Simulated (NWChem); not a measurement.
C2H6FNSi; SMILES C(/[SiH2]F)=N/C

```xyz
11

C      0.5914     2.2783     0.0888
N     -0.7326     1.6893     0.1583
C     -0.8570     0.4224     0.0821
Si     0.4631    -0.9354    -0.1200
F     -0.3779    -2.3178    -0.1447
H      0.7662     2.8621     1.0002
H      1.4214     1.5594    -0.0291
H      0.6210     2.9818    -0.7516
H     -1.8878     0.0445     0.1418
H      1.4141    -0.9786     1.0212
H      1.2137    -0.8135    -1.3970
```
Atoms are numbered in this order, from 1.

Coordinates come from a B3LYP/6-31G* (spherical d) optimisation.

Task: Give the principal values of the shielding tensors (ppm) of C1, N2, C3, Si4, F5 from BHandHLYP/pcSseg-1, GIAO (NWChem), with their diamagnetic and paramagnetic parts as GIAO splits them.

Result: 
```
atom     σ11     σ22    σ33  isotropic  diamagnetic  paramagnetic
----  ------  ------  -----  ---------  -----------  ------------
C1     112.1   112.9  172.2      132.4        247.5        -115.1
N2    -763.0  -199.1  261.9     -233.4        327.8        -561.2
C3    -114.6    12.0  108.1        1.8        257.0        -255.2
Si4    328.4   345.8  474.5      382.9        877.3        -494.4
F5     412.8   416.1  424.2      417.7        473.1         -55.5
```
